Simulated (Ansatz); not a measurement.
Abridged output of a molecular run in Ansatz:

```
Functional definition: HF
1402 factors; integrals over basis functions are off by at most 1.2e-3 eV
mean field evaluation 1: about -26205.1296 eV, gradient 4.1e1 eV
mean field evaluation 2: about -26205.3970 eV, gradient 4.1e1 eV
mean field evaluation 4: about -26208.6659 eV, gradient 3.6e0 eV
mean field evaluation 8: about -26208.7191 eV, gradient 2.2e-1 eV
mean field -26208.71932811 eV, -963.1526703999 hartree, gradient 2.9e-6 eV, S^2 0.000000; 0 other end points of the search recorded, 0 dependent functions left out
13 core orbitals not correlated: weight in the atoms' cores, before any rotation towards them, 1.000 or more for the frozen orbitals, at most 0.000 for the correlated occupied ones
reference -26208.71932811 eV, -963.1526703999 hartree; 16, 16 occupied and 204, 204 virtual orbitals, 1402 factors
second order -26.26862409 eV of doubles, -0.00000000 eV of singles
cycle   1  -26.65545076 eV  change   -3.9e-1 eV  update   1.0e-1
cycle   2  -27.21145883 eV  change   -5.6e-1 eV  update   2.9e-2
cycle   3  -27.34012350 eV  change   -1.3e-1 eV  update   1.4e-2
cycle   4  -27.32752339 eV  change    1.3e-2 eV  update   2.9e-3
cycle   5  -27.32604797 eV  change    1.5e-3 eV  update   1.2e-3
cycle   6  -27.32679538 eV  change   -7.5e-4 eV  update   3.8e-4
cycle   7  -27.32664425 eV  change    1.5e-4 eV  update   1.5e-4
cycle   8  -27.32657007 eV  change    7.4e-5 eV  update   5.3e-5
cycle   9  -27.32658741 eV  change   -1.7e-5 eV  update   2.2e-5
perturbative correction -0.98106100 eV, -0.0360533267 hartree
Total energy: -26237.02697652 eV, -964.1929572913 hartree
```

Its atoms:

Cartesian coordinates in Å:
```
O 1.6752 0.5192 0.5914
Si 0.6540 -0.3004 -0.3796
Cl 0.6340 0.4872 -2.2756
C -1.1036 -0.2044 0.2970
F -1.3962 1.1275 0.5876
H 1.4388 1.4205 0.8215
H 1.1410 -1.6919 -0.4544
H -1.8490 -0.5763 -0.4122
H -1.1941 -0.7814 1.2243
```

(1) Which basis set was used?
A. cc-pV(D+d)Z
B. def2-TZVPP
C. cc-pV(Q+d)Z
D. def2-QZVPP

(2) Write the keys of the input that set method, charge and spin (a neutral closed shell needs none for the last two).

## Answers

(1) B. It gives 233 functions.

(2) 
```yaml
correlation: {method: ccsd_t}
```
